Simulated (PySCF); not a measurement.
Excitations are Tamm–Dancoff values on a coarser integration grid. The basis has no diffuse functions, so Rydberg states are missing or too high.

Z-matrix (Å, degrees):
```
Ga
O 1 1.7762
H 2 0.9635 1 112.50
O 1 1.7762 2 120.00 3 0.00
H 4 0.9635 1 112.50 2 180.00
O 1 1.7763 2 120.00 3 180.00
H 6 0.9635 1 112.50 2 0.00
```
Charge 0, multiplicity 1.

Q: What is the computed LUMO, T1 excitation (TDA), S1–T1 gap (TDA), total energy, dipole moment, brightest of the four lowest singlets (TDA), HOMO–LUMO gap and HOMO (r2SCAN-D4/def2-TZVP in PySCF 2.14.0)?

A: 
```json
{
 "LUMO": "-1.47 eV",
 "T1 excitation (TDA)": "5.76 eV",
 "S1–T1 gap (TDA)": "0.40 eV",
 "total_energy": "-2152.4110 Ha",
 "dipole_moment": "0.00 D",
 "brightest of the four lowest singlets (TDA)": "7.14 eV",
 "HOMO–LUMO gap": "6.14 eV",
 "HOMO": "-7.61 eV"
}
```
